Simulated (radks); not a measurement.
The selenium anion Se2-, [Kr], held by a Watson sphere: a shell of charge +2 at radius R that stands for the Madelung well of a crystal (potential energy -2/R inside, -2/r outside, in hartree with lengths in bohr). Calculated with a radial shooting solver on a logarithmic mesh with Libxc functionals: scalar-relativistic Kohn-Sham, LDA (Slater exchange, Perdew-Wang correlation), spin-polarised, spherical densities, point nucleus. Response by self-consistent Sternheimer equations with the Hartree and adiabatic LDA kernel, the relativistic mass of each level held fixed and spin-orbit coupling left out. The sphere does not respond.

| R (bohr) | e(3d) (eV) | e(4s) (eV) | e(4p) (eV) | <r> 4p (bohr) | sum of <r^2> (bohr^2) | X-ray form factor at sin(theta)/lambda = 0.2 1/angstrom | alpha (bohr^3) |
|---|---|---|---|---|---|---|---|
| 2.11 | -52.092 | -18.774 | -8.177 | 2.256 | 51.77 | 27.260 | 28.67 |
| 2.42 | -51.473 | -17.873 | -7.632 | 2.340 | 54.86 | 27.118 | 33.80 |
| 2.7 | -51.086 | -17.146 | -7.116 | 2.413 | 57.63 | 27.024 | 39.44 |
| 2.85 | -50.907 | -16.790 | -6.839 | 2.450 | 59.09 | 26.986 | 42.87 |
| 2.93 | -50.816 | -16.609 | -6.693 | 2.469 | 59.86 | 26.969 | 44.82 |
| 3.36 | -50.352 | -15.736 | -5.935 | 2.567 | 63.91 | 26.906 | 56.79 |
| 3.54 | -50.167 | -15.416 | -5.636 | 2.604 | 65.54 | 26.891 | 62.59 |
| 3.82 | -49.885 | -14.962 | -5.197 | 2.659 | 68.03 | 26.878 | 72.63 |
| 4.83 | -48.962 | -13.679 | -3.870 | 2.828 | 76.57 | 26.878 | 121.2 |
